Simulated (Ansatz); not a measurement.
`[OH][InH][Br]` and `[OH][InH][ZnH]` differ in one atom or group.

Ansatz, PBE0-D4/def2-TZVP geometries, multiplicity 1. Each molecule was computed in one conformer, which needn't be the lowest.

Elements past krypton have def2 core potentials. Scalar relativity is left out up to krypton.

| property | `[OH][InH][Br]` |
| --- | --- |
| HOMO–LUMO gap (B3LYP/def2-TZVPP) / eV | 6.07 |
| size of the dipole moment (B3LYP/def2-TZVPP) / D | 3.35 |
| HOMO–LUMO gap (PBE/def2-TZVPP) / eV | 4.55 |
| LUMO energy (ωB97M-V/def2-TZVPP) / eV | -0.05 |
| ideal-gas entropy at 298 K and 1 bar (rigid rotor, harmonic PBE0-D4/def2-TZVP) / J/(mol·K) | 326 |
| LUMO energy (PBE/def2-TZVPP) / eV | -2.34 |

Question: Give the same properties after the change, and the shifts. (Estimate.)

Answer: Computed: 
| property | `[OH][InH][ZnH]` | shift |
| --- | --- | --- |
| HOMO–LUMO gap (B3LYP/def2-TZVPP) / eV | 4.44 | -1.63 |
| size of the dipole moment (B3LYP/def2-TZVPP) / D | 1.67 | -1.68 |
| HOMO–LUMO gap (PBE/def2-TZVPP) / eV | 3.21 | -1.34 |
| LUMO energy (ωB97M-V/def2-TZVPP) / eV | -0.58 | -0.53 |
| ideal-gas entropy at 298 K and 1 bar (rigid rotor, harmonic PBE0-D4/def2-TZVP) / J/(mol·K) | 338 | 12 |
| LUMO energy (PBE/def2-TZVPP) / eV | -2.77 | -0.43 |

With PBE0 the HOMO rises by 1.21 eV and the LUMO falls by 0.56 eV, so the gap narrows by about 1.77 eV. PBE moves the HOMO by 0.90 eV and ωB97M-V by 1.43 eV. The zero-point energy changes by 14.4 kJ/mol with +3 modes. Dipoles are sizes alone; their direction can turn.

B3LYP here is the variant with VWN-RPA as its local correlation; programs differ in this.

Spin–orbit coupling is left out; it splits and shifts lone-pair levels of the heavy atoms by tenths of an eV.
